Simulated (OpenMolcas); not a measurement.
Ti3+ (d1) among equal point charges was computed by CASSCF with the d shell active (OpenMolcas, ANO-RCC-VDZP on the metal). Its lowest spin-free states, and all those of the highest spin:

```json
{"2S+1": "2", "Degeneracy": "3", "E (cm-1)": "0.0"}
{"2S+1": "2", "Degeneracy": "2", "E (cm-1)": "4894"}
```

Task: Is the site octahedral, tetrahedral or cube-like, axial, or of lower symmetry?

Result: The states with 2S+1 = 2 have orbital degeneracies 3, 2. Threefold states need a cubic site. For d1 at this spin an octahedron puts the threefold T2 below the twofold E and a tetrahedron or cube puts the twofold E below the threefold T2, so the site is octahedral. The first gap at this spin, 4890 cm-1, is |10Dq| in ligand-field theory. The run had Ti3+ among 6 point charges of -2 e arranged as an octahedron (Oh), 2.19 Å from the ion.

An orbital triplet at a regular site is open to Jahn-Teller coupling, which can distort the site and quench the lowest spin-orbit gaps and is left out. This field is weak: 10Dq is about 4894 cm-1, while octahedral complexes of 3d ions of charge 3 and more, computed by the same method with explicit ligands, had a median near 15000 cm-1. Ground spin and moment need not be those of a real site. The ground term spreads over less than 5000 cm-1, several times less than with real ligands, so orbital moments are less quenched and χT lies further from the spin-only value than at real sites. Point charges carry no covalency, so the field is a model and not that of real ligands. No measured value stands beside these numbers.
